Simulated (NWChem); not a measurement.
System: C$_{2}$H$_{4}$F$_{2}$Si; SMILES C=C([SiH2]F)F

Here is an NWChem input.

```
start job
memory heap 200 mb stack 900 mb global 1100 mb
geometry units angstroms noautoz
  C     -1.474574     1.113692     0.000000
  C     -0.157183     0.858137     0.000000
  F      0.753213     1.869807     0.000000
  Si     0.632307    -0.854710     0.000000
  F     -0.601537    -1.936539     0.000000
  H     -2.181416     0.271648     0.000000
  H     -1.863732     2.144236     0.000000
  H      1.461253    -1.055630     1.233040
  H      1.461253    -1.055630    -1.233040
end
basis spherical
  C library def2-svp
  F library def2-svp
  Si library def2-svp
  H library def2-svp
end
dft
  xc xcamb88 1.00 lyp 1.0 hfexch 1.00
  cam 0.33 cam_alpha 0.0 cam_beta 1.0
  iterations 150
  mulliken
end
task dft energy
```

Structure relaxed at the PBE-D3(BJ)/def2-SVP level.

Predict the main results of this run. (LC-BLYP (range parameter 0.33 per bohr)/def2-SVP.) Quantities: energy (Ha); highest occupied level (eV); orbital gap (eV); dipole (D).


```yaml
energy (Ha): -566.78
highest occupied level (eV): -10.09
orbital gap (eV): 11.86
dipole (D): 0.09
```
